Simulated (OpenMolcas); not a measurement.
Computed levels of 3d6 in ions with 24 electrons, in cm-1 above 5D4.

```
Program             : OpenMolcas
Method              : SS-RASPT2, IPEA 0.25 Eh, imaginary shift 0.1 Eh
Basis               : ANO-R2
Scalar Hamiltonian  : X2C, finite nucleus
Spin-orbit coupling : RASSI with atomic mean-field integrals over the reference wave functions, term energies averaged over their components
```

Active space for each ion: 12 electrons in 8 orbitals (RAS1 3p, at most 2 holes; RAS2 3d); closed shells correlated by CASPT2: 3s.

```json
{"Level": "5D3", "Fe2+": "441", "Ni4+": "855", "Cu5+": "1139"}
{"Level": "5D2", "Fe2+": "749", "Ni4+": "1437", "Cu5+": "1899"}
{"Level": "5D1", "Fe2+": "947", "Ni4+": "1807", "Cu5+": "2380"}
{"Level": "5D0", "Fe2+": "1044", "Ni4+": "1987", "Cu5+": "2620"}
{"Level": "3P2(1)", "Fe2+": "19480", "Ni4+": "26930", "Cu5+": "30200"}
{"Level": "3H6", "Fe2+": "19880", "Ni4+": "27450", "Cu5+": "30890"}
{"Level": "3H5", "Fe2+": "20100", "Ni4+": "27850", "Cu5+": "31390"}
{"Level": "3H4", "Fe2+": "20260", "Ni4+": "28090", "Cu5+": "31640"}
{"Level": "3P1(1)", "Fe2+": "20790", "Ni4+": "29460", "Cu5+": "33560"}
```

Task: Estimate 5D0, 3P2(1), 3H6 for Co3+ from its neighbours Fe2+ and Ni4+.

Result: 5D0 is fine structure, which grows about as the fourth power of a screened charge, so the fourth roots are averaged: ((1044^0.25 + 1987^0.25) / 2)^4 = 1459. The calculation gives 1464, so the estimate is off by -0.3 %; the measured value is 1494 (Sugar and Corliss, J. Phys. Chem. Ref. Data 10, 1097 (1981)).
3P2(1) is another term, which grows about linearly with the charge: (19480 + 26930) / 2 = 23205. The calculation gives 23310, so the estimate is off by -0.5 %; the measured value is 22883 (Sugar and Corliss, J. Phys. Chem. Ref. Data 10, 1097 (1981)).
3H6 is another term, which grows about linearly with the charge: (19880 + 27450) / 2 = 23665. The calculation gives 23790, so the estimate is off by -0.5 %; the measured value is 23680 (Sugar and Corliss, J. Phys. Chem. Ref. Data 10, 1097 (1981)).

CASPT2 does not keep the components of a term degenerate, so their means are used; among the terms shown or strongly mixed into the levels shown the widest spread is 40 cm-1 (3d6 3H, Co3+). Active for correlation alone: 3p; no level in the range computed is led by a configuration that opens it, so any true level of that kind is missing. Measured partners are found by configuration, term and J. A level has none where our copy of the source lacks it or the pairing is in doubt (some pairs that miss far off the trend of their configuration count as doubtful), and it then counts in no deviation. Only configurations of the active space appear.

A number in round brackets counts repeated terms of one configuration in the order of the reference energies.
